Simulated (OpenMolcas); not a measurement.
Pt3+ among 8 point charges of -1.2 e arranged as a cube (Oh).

| Item | Value |
| --- | --- |
| Program | OpenMolcas |
| Method | CASSCF |
| Basis | ANO-RCC-VTZP [8s7p5d3f1g] |
| Scalar Hamiltonian | DKH2, point nucleus |
| Active space | 7 electrons in 5 orbitals (5d) |
| State averaging | 2S+1 = 4 even, 10 roots; 2S+1 = 2 even, 40 roots |
| Spin-orbit coupling | state interaction with AMFI integrals over the reference wave functions |

All point charges move together. At R = 1.72 Å |10Dq| is 11864 cm-1, and at R = 1.89 Å it is 7476 cm-1.

Question: A third run gives 4423 cm-1. What distance was it run at?

Answer: With a power law R^-n the two known points give n = -ln(7476 / 11864) / ln(1.89 / 1.72) = 4.90. Then R = 1.72 × (11864 / 4423)^(1/4.90) = 2.104 Å. The run was at 2.1 Å, so the estimate is off by +0.004 Å.

Without dynamic correlation the repulsion within the d shell is too large (B by tens of per cent), so at a given field states of lower spin stand too high. Spin-orbit coupling mixes the spin-free states strongly: the lowest level takes only 66 % from its leading state, 4A2 (figures for R = 1.89; the like holds for R = 2.1). This is an electrostatic model: the charges have no orbitals. No measured value stands beside these numbers.
